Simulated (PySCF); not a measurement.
From computed data to an observable: oscillator strength and radiative lifetime

CH7GaP2, SMILES [CH3][Ga]([PH2])[PH2].

Coordinates come from a r2SCAN-D4/def2-SVP optimisation. The structure was generated by enumeration; whether it is a known compound was not checked. One conformer was computed; it need not be the lowest.

TDA-PBE/def2-SVPD (PySCF 2.14.0) puts the first singlet state with f over 0.02 at 4.18 eV (vertical), with the transition dipole (0.358, -0.451, 0.452) in atomic units.

Problem. Find the oscillator strength, the wavelength and the radiative lifetime that this transition would have in vacuum if emission retraced absorption.

Solution. 
|μ|² = 0.5359 au, so |μ| = 1.86 D. ΔE = 4.18/27.211 = 0.1536 hartree. f = (2/3) ΔE |μ|² = 0.055 (the program prints 0.055).
λ = 1239.84/4.18 = 297 nm; ν = 33714 cm⁻¹.
Einstein's coefficient A = 0.6670 ν² f s⁻¹ (ν in cm⁻¹) = 4.2e7 s⁻¹, so τ = 1/A = 24 ns. This state is S1. The figure is the radiative limit of this one transition; relaxation, internal conversion, crossing to triplets and a medium change what is measured.
